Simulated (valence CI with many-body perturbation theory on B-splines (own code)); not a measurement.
# Assign the levels of Cu14+

Computed by relativistic CI+MBPT: five valence electrons over a frozen Dirac-Fock core [Ne], radial functions for each j: 9 s, 9 p, 8 d, 6 f, 3 g, 1 h, with the one-electron correlation potential Σ1, the two-electron term Σ2, the three-electron term Σ3, Breit, model QED; selected CI, second order for the rest (own B-spline code, finite nucleus).

No measured levels were compared; by estimate levels of excited configurations hold to 0.05 to 0.15 % of their energy, terms of the ground configuration to about 0.5 %. Among the levels kept, up to 470 cm⁻¹ of a level comes from second order outside the variational space, and about a tenth of that is noise between levels of different J, which matters for small intervals.

| No. | J | Parity | E (cm⁻¹) | g |
| --- | --- | --- | --- | --- |
| 1 | 3/2 | odd | 0 | 1.951 |
| 2 | 3/2 | odd | 48197 | 0.922 |
| 3 | 5/2 | odd | 58062 | 1.199 |
| 4 | 1/2 | odd | 91491 | 0.664 |
| 5 | 3/2 | odd | 106480 | 1.259 |
| 6 | 5/2 | even | 338050 | 1.589 |
| 7 | 3/2 | even | 355560 | 1.723 |
| 8 | 1/2 | even | 362330 | 2.650 |
| 9 | 3/2 | even | 419190 | 0.829 |
| 10 | 5/2 | even | 424040 | 1.210 |
| 14 | 3/2 | even | 514470 | 0.450 |
| 15 | 5/2 | even | 521580 | 1.064 |
| 16 | 7/2 | even | 532220 | 1.247 |
| 17 | 5/2 | even | 536330 | 0.957 |

Energies count from the lowest level. Strongly mixed levels and levels close to another of their J and parity are left out, so the numbers can have gaps.

**Question.** Give configuration and LS term of each level.

**Answer.** 1: 3s²3p³ ⁴S°; 2: 3s²3p³ ²D°; 3: 3s²3p³ ²D°; 4: 3s²3p³ ²P°; 5: 3s²3p³ ²P°; 6: 3s3p⁴ ⁴P; 7: 3s3p⁴ ⁴P; 8: 3s3p⁴ ⁴P; 9: 3s3p⁴ ²D; 10: 3s3p⁴ ²D; 14: 3s²3p²3d ⁴F; 15: 3s²3p²3d ⁴F; 16: 3s²3p²3d ⁴F; 17: 3s²3p²3d ²F.
